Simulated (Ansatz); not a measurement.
Mulliken charges of CH₃Br, SMILES `CBr` from ωB97M-V/def2-TZVPP in Ansatz (PBE0-D4/def2-TZVP geometry).

```tsv
atom	x (Å)	y (Å)	z (Å)	charge (e)
C1	-0.106	0.124	0.088	-0.374
Br2	1.001	-1.164	-0.833	-0.106
H3	0.516	0.974	0.351	0.160
H4	-0.506	-0.354	0.978	0.160
H5	-0.905	0.421	-0.585	0.160
```

By hand: the dipole of these point charges (1 e Å = 4.8032 D).

Σ q r = (-0.210, 0.244, 0.174) e Å, of length 0.366 e Å = 1.76 D.

How does the dipole of the full density compare? (Estimate.)

Computed: (-0.225, 0.262, 0.188) e Å, 1.89 D; the point charges give 0.93 times that, at 0° from its direction.

Point charges leave out the atoms' own dipoles, such as those of lone pairs, and Mulliken's split depends on the basis, so the close match here is no proof of good charges.
